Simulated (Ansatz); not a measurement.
Coupled-cluster diagnostics for Rb3, Ansatz.

Geometry of the doublet (B3LYP/def2-TZVP):

```
atom   x (Å)   y (Å)   z (Å)
 Rb1   0.555  -3.663   0.161
 Rb2  -1.423   3.164   1.309
 Rb3   0.868   0.499  -1.470
```

In the def2 sets Rb takes a core potential; there is no spin–orbit coupling. Correlated methods freeze no core orbitals; core or outer-core shells of Rb are correlated, in sets that lack core-valence functions. In the quartet geometry the species has come apart into loosely held pieces. The structure comes from a short search, and lower isomers may exist.

Geometry of the charge 0 quartet (B3LYP/def2-TZVP):

```tsv
atom	x (Å)	y (Å)	z (Å)
Rb1	2.556	3.597	-0.595
Rb2	-0.205	-4.271	-1.239
Rb3	-2.350	0.674	1.834
```

(1) Estimate the CCSD(T) correlation energy, the shares of MP2 and (T), T1 and the reference's ⟨S²⟩ for: charge 0, doublet, own geometry in def2-TZVPP; charge 0, doublet, own geometry in def2-TZVPD; charge 0, quartet, own geometry in def2-TZVPP; charge 1, singlet, vertical in def2-TZVPP; charge -1, singlet, vertical in def2-TZVPD; and the rough time on 4 threads of Arm Neoverse V1 on a shared host.

Answers

(1) 
```tsv
state	basis	correlation (eV)	MP2 share (%)	(T) share (%)	T1	⟨S²⟩ (pure)	wall time	remarks
charge 0, doublet, own geometry	def2-TZVPP	-9.459	86.9	2.3	0.035	1.13 (0.75)	15 s	spin-contaminated (⟨S²⟩ 1.13)
charge 0, doublet, own geometry	def2-TZVPD	-6.948	87.4	2.3	0.036	1.13 (0.75)	9.5 s	spin-contaminated (⟨S²⟩ 1.13)
charge 0, quartet, own geometry	def2-TZVPP	-8.909	88.1	1.9	0.015	3.75 (3.75)	13 s	–
charge 1, singlet, vertical	def2-TZVPP	-9.276	87.2	2.5	0.016	0.00 (0.00)	4.7 s	restricted SCF unstable
charge -1, singlet, vertical	def2-TZVPD	-7.701	87.7	3.0	0.023	0.00 (0.00)	4.7 s	large T1 (0.023), restricted SCF unstable
```
Customary marks for T1 are 0.02 (closed shells), 0.045 (open shells) and about 0.05 (3d metals). T1 exceeds 0.02 in 3 of 5 rows and 0.045 in 0; the higher it lies, the less the single-reference result can be trusted.
